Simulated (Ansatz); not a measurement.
Consider the substitution at a C–N bond: `C[N]=[Ta]([NH2])([NH2])[NH2]` + `CNB(F)F` → `CN(C)B(F)F` + `[NH]=[Ta]([NH2])([NH2])[NH2]`.

Program: Ansatz. Geometries: PBE0-D4/def2-TZVP. ΔE: electronic, gas phase. CCSD(T)/CBS adds triple-zeta CCSD(T) − MP2 to the extrapolated MP2 energy (def2 sets, frozen cores). DFT in def2-TZVPP. B3LYP here is the variant with VWN-RPA as its local correlation; programs differ in this. Elements past krypton have def2 core potentials. For Ta outer-core shells are correlated without core-valence functions, which leaves a few kJ/mol of doubt a bond. One conformer a species, not always the lowest.

```csv
level,ΔE (kJ/mol)
r2SCAN-D4,6.4
ωB97M-V,2.3
B3LYP,10.5
HF/CBS(def2),6.7
```

Question: What does CCSD(T)/CBS give? (Estimate.)

Answer: The calculation gave: +4.8 kJ/mol. The listed levels differ from it by 1.6, -2.5, 5.7, 1.9 kJ/mol.

Largest T1 diagnostic among the species: 0.018.

CCSD(T)/CBS has its own doubt, a few kJ/mol and more with outer-core shells, so smaller differences from it don't rank the levels.
